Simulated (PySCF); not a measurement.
## Spin states of ZnSe

Unrestricted PBE0; PySCF, no relativity, basis sets Zn def2-TZVPPD, Se def2-TZVPPD. Outer shells of the fragments: Zn 3d10 4s2; Se 3d10 4s2 4p4.

Followed along the bond (rough minima from three points):

| 2Ms+1 | unpaired | ⟨S²⟩ at the start | R at minimum (Å) | Te (eV) |
| --- | --- | --- | --- | --- |
| 1 | none | 0.00 | 2.18 | 0.00 |
| 3 | σ ↑, π ↑ | 2.01 | 2.39 | 0.17 |
| 1 | σ ↑, π ↓ | 1.01 | 2.38 | 0.27 |

Solutions found at the starting distance of 2.305 Å, counted from the lowest of them; the search is not exhaustive and high or unbound solutions are not listed, so other states can lie among these:

| 2Ms+1 | unpaired | term | E (eV) | ⟨S²⟩ | ⟨Lz²⟩ | μ (D) |
| --- | --- | --- | --- | --- | --- | --- |
| 1 | none | ¹Σ⁺ | 0.00 | 0.00 | 0.00 | -5.49 |
| 3 | σ ↑, π ↑ | ³Π | 0.10 | 2.01 | 1.01 | -1.49 |
| 1 | σ ↑, π ↓ | mixed | 0.20 | 1.01 | 1.01 | -1.57 |
| 3 | σ ↑↑ | ³Σ⁺ | 2.17 | 2.01 | 0.00 | -2.86 |
| 3 | π ↑↑ | ³Σ⁻ | 2.60 | 2.01 | 0.00 | 4.00 |
| 1 | π ↑↓ | mixed | 2.99 | 1.01 | 2.02 | 3.97 |
| 3 | π ↑↑ | mixed | 3.44 | 2.01 | 2.01 | -1.10 |
| 1 | π ↑↓ | mixed | 3.60 | 1.05 | 2.01 | -0.91 |
| 3 | π ↑↑ | mixed | 3.62 | 2.01 | 2.01 | -0.99 |
| 1 | none | mixed | 4.22 | 0.00 | 2.01 | 3.92 |

A term symbol is given only where ⟨S²⟩ and ⟨Lz²⟩ are close to those of a pure state; real π, δ and φ orbitals otherwise mix terms. A positive dipole means Zn(−)Se(+).

Q: Compare the gap between the two lowest followed solutions at the starting distance with the gap between their minima.

A: At PBE0 the second solution (triplet, unpaired electrons σ ↑, π ↑) lies +0.10 eV from the first (singlet, closed shell) at 2.305 Å and +0.17 eV at the minima; the two curves relax by different amounts, since their minima lie near 2.39 and 2.18 Å.

Counting both spins, an empty level lies below a filled one in some of these solutions, because spin and occupation are held.
